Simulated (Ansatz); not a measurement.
Start from `[OH][Y]([OH])[F]` and change one atom or group to get `[CH3][Y]([OH])[OH]`.

Ansatz, PBE0-D4/def2-TZVP geometries, multiplicity 1. Each molecule was computed in one conformer, which needn't be the lowest.

Elements past krypton have def2 core potentials.

| property | `[OH][Y]([OH])[F]` |
| --- | --- |
| HOMO energy (B3LYP/def2-TZVPP) / eV | -8.18 |
| size of the dipole moment (ωB97M-V/def2-TZVPP) / D | 2.42 |
| HOMO energy (PBE/def2-TZVPP) / eV | -6.77 |
| HOMO–LUMO gap (PBE/def2-TZVPP) / eV | 4.35 |
| HOMO–LUMO gap (ωB97M-V/def2-TZVPP) / eV | 10.52 |
| zero-point energy (PBE0-D4/def2-TZVP) / kJ/mol | 69.2 |

Q: Give the same properties after the change, and the shifts. (Best estimate.)

A: Ansatz gave: 
```
                                          property  `[CH3][Y]([OH])[OH]`  shift
               HOMO energy (B3LYP/def2-TZVPP) / eV                 -6.01   2.17
size of the dipole moment (ωB97M-V/def2-TZVPP) / D                  2.47   0.05
                 HOMO energy (PBE/def2-TZVPP) / eV                 -4.99   1.78
               HOMO–LUMO gap (PBE/def2-TZVPP) / eV                  2.74  -1.61
           HOMO–LUMO gap (ωB97M-V/def2-TZVPP) / eV                  8.21  -2.31
    zero-point energy (PBE0-D4/def2-TZVP) / kJ/mol                 151.8   82.6
```

With PBE0 the HOMO rises by 2.21 eV and the LUMO rises by 0.16 eV, so the gap narrows by about 2.05 eV. PBE moves the HOMO by 1.78 eV and ωB97M-V by 2.42 eV. The zero-point energy changes by 82.6 kJ/mol with +9 modes. Dipoles are sizes alone; their direction can turn.

B3LYP here is the variant with VWN-RPA as its local correlation; programs differ in this.
